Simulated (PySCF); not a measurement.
Gas-phase equilibrium of 1 mol NaCl, 0.4 mol H2O at 1800 K and 1.01 bar, among 21 species (ClO, O2, HCl, O, HO2, H2O, H, HOCl, Na, H2O2, O3, Na2, H2, Na2(OH)2, NaCl, NaOH, Cl, Cl2, Na2O, Na2Cl2, OH). Only gases are allowed; each row takes one source of thermochemistry for all species, and Cantera finds the minimum.

Computed with PySCF and rigid-rotor harmonic-oscillator thermochemistry at 1 bar. The comparison is the NASA 1993 polynomial table, which mixes measured and estimated data. After a fit of one offset per element over all species, the range-separated, M06-2X, PBE0/def2-QZVP and CCSD(T)/def2-TZVPP enthalpies, where run, lie to one side of the table for NaOH (+16 kJ/mol): a fault of the table's entry, another state or a shared error of the levels is possible; this was not checked at source. S°(298 K) at PBE0/def2-TZVP differs from the NASA 1993 table for NaOH (+8 J/mol/K); whether the harmonic model or the table's entry is off was not settled. † marks an energy on the PBE0/def2-TZVP geometry and frequencies. Open shells (unrestricted) among the columns below: Na (multiplicity 2); the rest are closed-shell singlets. The harmonic model lacks anharmonicity and excited electronic states, which grow with temperature; levels with a mode under 35 cm⁻¹ are left out. Soft modes under 120 cm⁻¹ make the harmonic entropy rough for Na2Cl2. The table's entry may be an old estimate for NaOH, Na2Cl2 (not checked at source).

Molecules larger than those listed are left out. Table species left out: NaH, NaO.

Mole fractions:

| thermochemistry | x NaCl | x H2O | x Na2Cl2 | x HCl | x NaOH | x Na | x H2 |
|---|---|---|---|---|---|---|---|
| table | 0.62 | 0.30 | 0.069 | 0.0071 | 0.0062 | 0.00097 | 0.00070 |
| BLYP/def2-TZVP† | 0.64 | 0.28 | 0.041 | 0.014 | 0.010 | 0.0043 | 0.0051 |
| PBE/def2-TZVP† | 0.61 | 0.29 | 0.067 | 0.013 | 0.0076 | 0.0057 | 0.0031 |
| r2SCAN/def2-TZVP† | 0.57 | 0.30 | 0.10 | 0.0093 | 0.0070 | 0.0023 | 0.0036 |
The most sensitive of these is H2: it spans a factor of 10^0.9 over these rows; at this temperature one factor of ten is RT ln 10 = 34 kJ/mol.
